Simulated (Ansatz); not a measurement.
Sn2H3 (the lowest doublet isomer of a short search) was relaxed with PBE0-D4 (def2-TZVP) in Ansatz in these states: charge +1 singlet, neutral doublet, neutral quartet. The geometries follow in no particular order.

In the def2 sets Sn takes a core potential; there is no spin–orbit coupling.

A:

Cartesian coordinates in Å:
```
Sn 0.373 1.538 -1.438
Sn -0.534 -0.330 0.386
H 1.981 0.863 -1.116
H -2.170 -0.567 0.881
H 0.349 -1.504 1.287
```

B:

```csv
atom,x (Å),y (Å),z (Å)
Sn1,0.402,-0.842,2.121
Sn2,-0.574,0.232,-0.243
H3,1.272,-0.481,0.422
H4,-0.218,1.836,-0.696
H5,-0.881,-0.745,-1.604
```

C:

```xyz
5

Sn    0.4282   -1.1763   -1.3446
Sn   -0.4144   -0.1750    1.1106
H     0.9689   -0.2032   -2.6729
H    -1.8018    0.8431    0.9773
H     0.8191    0.7114    1.9296
```

Question: Judge from the bond lengths which geometry belongs to which state (an estimate).

Answer: A is the neutral doublet (Sn1–H3 1.773 Å, Sn2–H5 1.723 Å, Sn2–H4 1.726 Å); B is the charge +1 singlet (Sn1–H3 1.943 Å, Sn2–H5 1.703 Å, Sn2–H4 1.704 Å); C is the neutral quartet (Sn1–H3 1.733 Å, Sn2–H5 1.726 Å, Sn2–H4 1.726 Å).

At PBE0-D4/def2-TZVP a doublet lies 1.28 eV below the neutral quartet. These are the stationary points nearest to one start from a short search; other shapes may lie lower in each state.
